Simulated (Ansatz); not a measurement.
Job for Ansatz (a quantum-chemistry and plane-wave program): R-r2SCAN/def2-TZVPPD on C2H9N (a complex), monomers drawn apart or pushed together. Files ending in .json are basis or fitting sets from the Basis Set Exchange.

Ansatz 0.2 input:
```yaml
crystal:
  periodic: [false, false, false]
  atoms:
    - {symbol: C, position_ang: [0.06534539, 0.01999414, 0.07014808]}
    - {symbol: H, position_ang: [0.93317877, -0.63723233, 0.01232120]}
    - {symbol: H, position_ang: [-0.46566412, -0.15390125, 1.00591265]}
    - {symbol: H, position_ang: [0.39821374, 1.05703365, 0.02351863]}
    - {symbol: H, position_ang: [-0.59431880, -0.18274317, -0.77340044]}
    - {symbol: C, position_ang: [0.39470923, 0.02397003, 4.84123786]}
    - {symbol: N, position_ang: [-0.98869273, -0.38337861, 4.59861545]}
    - {symbol: H, position_ang: [0.56454288, 1.00291826, 4.39056483]}
    - {symbol: H, position_ang: [1.06733725, -0.67811684, 4.34636366]}
    - {symbol: H, position_ang: [0.68351475, 0.08252148, 5.89921731]}
    - {symbol: H, position_ang: [-1.63666802, 0.26186725, 5.03374780]}
    - {symbol: H, position_ang: [-1.17027413, -1.29805597, 4.99349618]}
basis:
  gaussian:
    orbitals: def2-TZVPPD.json
hamiltonian:
  xc: {name: r2SCAN}
scf: {lower_state_search: off}
```

Problem. Predict the final total energy.

Solution. -136.3379 hartree.
